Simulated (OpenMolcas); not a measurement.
# P IV: effect of the basis set

| Item | Value |
| --- | --- |
| Program | OpenMolcas |
| Method | SS-CASPT2, IPEA 0.25 Eh, imaginary shift 0.1 Eh (closed shells correlated: 2s 2p) |
| Active space | 2 electrons in 8 orbitals (3s 3p 4s 4p) |
| State averaging | 2S+1 = 3 even, 3 roots; 2S+1 = 1 even, 7 roots; 2S+1 = 3 odd, 3 roots; 2S+1 = 1 odd, 3 roots |
| Spin-orbit coupling | RASSI with atomic mean-field integrals over the reference wave functions, term energies averaged over their components |

A. ANO-RCC-VTZP [5s4p2d1f], DKH2, point nucleus; CASPT2 step roughly 4 core-seconds
B. ANO-R2 [5s4p3d1f], X2C, finite nucleus; CASPT2 step about 7 core-seconds
C. ANO-RCC-VQZP [6s5p3d2f1g], DKH2, point nucleus; CASPT2 step about 5 core-seconds
D. ANO-RCC [8s7p5d4f2g], DKH2, point nucleus; CASPT2 step roughly 8 core-seconds

Energies in cm-1 above 3s2 1S0, the measured ground level; measured values from Martin, Zalubas and Musgrove, J. Phys. Chem. Ref. Data 14, 751 (1985).

```tsv
Level	A	B	C	D	Measured
3s2 1S0	0.0	0.0	0.0	0.0	0.0
3s 3p 3P* 0	67300	67010	67480	67890	67918
3s 3p 3P* 1	67500	67210	67680	68090	68146
3s 3p 3P* 2	67910	67610	68080	68500	68615
3s 3p 1P* 1	108030	105920	107210	106320	
3p2 3P0	165130	163550	165280	165410	164941
3p2 1D2 [71 %]	165290	163550	164990	164860	158142
3p2 3P1	165330	163750	165480	165620	165185
3p2 3P2 [71 %]	165900	164280	165960	166090	165654
```

Deviations, from unrounded energies. A percentage is the sum of absolute deviations over the sum of measured energies, with the sign that they share, or ± where signs differ.

```csv
Against measurement,Levels,A,B,C,D
mean absolute deviation (cm-1),7,1400,1800,1300,1200
other configurations (%),7,±1.1,±1.5,±1.1,±1.0
```

D lies closest to measurement on these levels and B furthest from it. The largest miss of D in the table is 3p2 1D2 [71 %], by +6700 cm-1. The ranking rests on the paired levels alone, and a cruder setting can come out closer through cancelling errors.

Among A to D the level of the table that moves most is 3s 3p 1P* 1, by 2100 cm-1 (lowest in B, highest in A). Moves below CASPT2's spread within the term are not significant.

CASPT2 does not keep the components of a term degenerate, so their means are used; among the terms shown or strongly mixed into the levels shown the widest spread is 270 cm-1 (3p2 1D, D). Over all roots computed the reference weight is 0.90 to 1.00 in A, 0.90 to 0.99 in B, 0.90 to 1.00 in C, 0.89 to 0.99 in D; the roots of lowest weight are the least certain, and an intruder state may touch them. Some levels mix across a computed gap that differs much from the measured one, so their mixing is not that of the real levels. Active for correlation alone: 4p 4s; no level in the range computed is led by a configuration that fills them, so any true level of that kind is missing. The ¹D term of p² mixes with s d, which this space lacks. Measured partners are found by configuration, term and J. A level has none where our copy of the source lacks it or the pairing is in doubt (some pairs that miss far off the trend of their configuration count as doubtful), and it then counts in no deviation. Only configurations of the active space appear. The table leaves out levels that lie high or whose names do not pair safely across all columns.

A share in square brackets marks a mixed level and gives the weight of the term that names it, the lowest over the columns. * marks odd parity.
